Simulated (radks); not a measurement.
The mean radii <r> (bohr) of the occupied orbitals of an atom or ion are listed with their occupations. Calculated with a radial shooting solver on a logarithmic mesh with Libxc functionals: Dirac Kohn-Sham, PBE, spin-unpolarised, spherical densities, point nucleus.

orbital     occ.      <r>
1s1/2          2  0.02001
2s1/2          2  0.08429
2p1/2          2  0.07008
2p3/2          4  0.07747
3s1/2          2   0.2205
3p1/2          2   0.2103
3p3/2          4   0.2241
3d3/2          4   0.1973
3d5/2          6   0.2016
4s1/2          2   0.4977
4p1/2          2   0.5062
4p3/2          4   0.5381
4d3/2          4   0.5651
4d5/2          6   0.5765
5s1/2          2    1.231
5p1/2          2    1.394
5p3/2          4    1.511
6s1/2          2    3.971
4f5/2    5.57143   0.7984
4f7/2    7.42857   0.8236

Name the element and its charge. Open shells, if any, are shared by 2j + 1.

Answer. Z = 69, thulium, charge 0: Tm in [Xe] 4f13 6s2. The 1s radius gives Z: for a bare nucleus <r> = (2 gamma + 1)/(2Z) with gamma = sqrt(1 - (Z/c)^2), 0.01977 bohr for Z = 69, and screening makes it slightly larger (0.02001 here). The occupations add up to 69, and the charge is Z minus that.
